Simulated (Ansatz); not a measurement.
Cl₄Ta, charge +2, doublet, geometry from GFN2-xTB of the parent state (such geometries of metal compounds can be far from the true shape) (the multiplicity is a formal guess) (core potentials on Ta); BLYP/def2-SVP run with Ansatz (an electronic-structure program).

Ansatz was given this input:
Ansatz 0.2 input:
```yaml
crystal:
  periodic: [false, false, false]
  atoms:
    - {symbol: Ta, position_ang: [-0.00000000, 0.00000000, 0.00000000]}
    - {symbol: Cl, position_ang: [1.75171890, -0.59119335, -1.16605346]}
    - {symbol: Cl, position_ang: [0.61179865, 0.47525456, 2.04390432]}
    - {symbol: Cl, position_ang: [-0.92257270, 1.75917217, -0.91207579]}
    - {symbol: Cl, position_ang: [-1.44094485, -1.64323338, 0.03422494]}
basis:
  gaussian:
    orbitals: def2-SVP
hamiltonian:
  xc: blyp
total_charge: 2
magnetization: {spin_polarized: true, initial_magnetization: 1}
```

The log (banner, timings and long lists left out):

```
Functional definition: BLYP
1084 factors; their error is unknown
mean field evaluation 1: about -51604.9503 eV, gradient 2.7e1 eV
mean field evaluation 2: about -51597.3591 eV, gradient 4.3e1 eV
mean field evaluation 4: about -51607.8317 eV, gradient 1.1e1 eV
mean field evaluation 8: about -51608.1722 eV, gradient 8.1e0 eV
mean field evaluation 16: about -51608.6431 eV, gradient 8.5e-4 eV
mean field evaluation 32: about -51608.6789 eV, gradient 2.4e-4 eV
mean field evaluation 64: about -51608.0785 eV, gradient 1.5e-1 eV
mean field evaluation 96: about -51608.1060 eV, gradient 7.5e-4 eV
mean field evaluation 128: about -51608.6779 eV, gradient 3.7e-2 eV
mean field evaluation 160: about -51608.6693 eV, gradient 1.4e-1 eV
mean field evaluation 192: about -51607.1566 eV, gradient 9.9e-1 eV
mean field -51608.67888705 eV, -1896.5839674802 hartree, gradient 2.8e-6 eV, S^2 0.753669; 12 other end points of the search recorded, 0 dependent functions left out
reference -51608.67924273 eV, -1896.5839805512 hartree; 40, 39 occupied and 64, 65 virtual orbitals, 1084 factors
Total energy: -51608.67924273 eV, -1896.5839805512 hartree
```
